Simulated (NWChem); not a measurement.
A series in which one site is exchanged, each optimised at B3LYP/6-31G* with NWChem, gas phase unless a solvent is named. Pople sets run with spherical d functions. This build's default masses of Se (78.918 u) and Br (79.917 u) are each other's, which moves their modes by up to 0.6 %.

A: [Cl][AlH][Br] (AlHBrCl; site = Cl)
B: [AlH2][Br] (AlH$_{2}$Br; site = H)
C: [Br][AlH][F] (AlHBrF; site = F)
D: [Br][AlH][Br] (AlHBr$_{2}$; site = Br)

Question: Rank them by vertical ionisation energy, ΔSCF, PBE0/def2-SVP (eV), lowest first.

Answer: B (10.51), D (10.74), A (11.09), C (11.32)
